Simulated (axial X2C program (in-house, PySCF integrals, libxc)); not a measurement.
PbO with a deliberately poor setting

Computed with an in-house relativistic program for diatomic molecules.

The run was started with this input:
```json
{"zs": [82, 8], "q": 0, "bas": ["dyall-v3z", "dyall-v3z"], "levels": ["PBE0", "HF", "PBE50", "TPSS"], "cc": false, "r0": 1.92, "npts": 10, "nst": 2, "ntry": 6, "opt": {"pick": 3}}
```
```bash
python so2c.py task.json out
```

Keys: zs atomic numbers; q charge; bas basis sets; levels methods; cc coupled cluster on or off; r0 starting distance in Å; npts points on the curve; nst determinants followed; ntry starts of the search; pick rank of the determinant followed. HF also brings MP2.

Question: One numerical setting was spoiled on purpose. Which, and what came out?

Answer: An excited determinant was followed. States: spin-free M_S = 1, Λ = 1; 2c Ω = 2. The apparent results, which are not to be taken for properties of PbO:

```json
{"Hamiltonian": "spin-free", "level": "PBE0", "points converged": "10 of 10", "Re (Å)": "2.033", "ωe (cm⁻¹)": "522", "De (eV)": "2.14", "curve-fit residual (μEh)": "0.13"}
{"Hamiltonian": "spin-free", "level": "HF", "points converged": "10 of 10", "Re (Å)": "2.077", "ωe (cm⁻¹)": "513", "De (eV)": "-0.03", "curve-fit residual (μEh)": "0.069"}
{"Hamiltonian": "spin-free", "level": "MP2", "points converged": "10 of 10", "Re (Å)": "2.039", "ωe (cm⁻¹)": "525", "De (eV)": "1.96", "curve-fit residual (μEh)": "0.15"}
{"Hamiltonian": "spin-free", "level": "PBE50", "points converged": "10 of 10", "Re (Å)": "2.026", "ωe (cm⁻¹)": "539", "De (eV)": "1.68", "curve-fit residual (μEh)": "0.12"}
{"Hamiltonian": "spin-free", "level": "TPSS", "points converged": "10 of 10", "Re (Å)": "2.038", "ωe (cm⁻¹)": "517", "De (eV)": "2.41", "curve-fit residual (μEh)": "0.24"}
{"Hamiltonian": "2c", "level": "PBE0", "points converged": "10 of 10", "Re (Å)": "2.176", "ωe (cm⁻¹)": "461", "De (eV)": "1.80", "curve-fit residual (μEh)": "0.25"}
{"Hamiltonian": "2c", "level": "HF", "points converged": "10 of 10", "Re (Å)": "2.166", "ωe (cm⁻¹)": "463", "De (eV)": "0.21", "curve-fit residual (μEh)": "1.1"}
{"Hamiltonian": "2c", "level": "MP2", "points converged": "10 of 10", "Re (Å)": "2.169", "ωe (cm⁻¹)": "496", "De (eV)": "1.82", "curve-fit residual (μEh)": "4.7"}
{"Hamiltonian": "2c", "level": "PBE50", "points converged": "10 of 10", "Re (Å)": "2.148", "ωe (cm⁻¹)": "484", "De (eV)": "1.50", "curve-fit residual (μEh)": "0.29"}
{"Hamiltonian": "2c", "level": "TPSS", "points converged": "10 of 10", "Re (Å)": "2.200", "ωe (cm⁻¹)": "446", "De (eV)": "1.87", "curve-fit residual (μEh)": "0.21"}
```
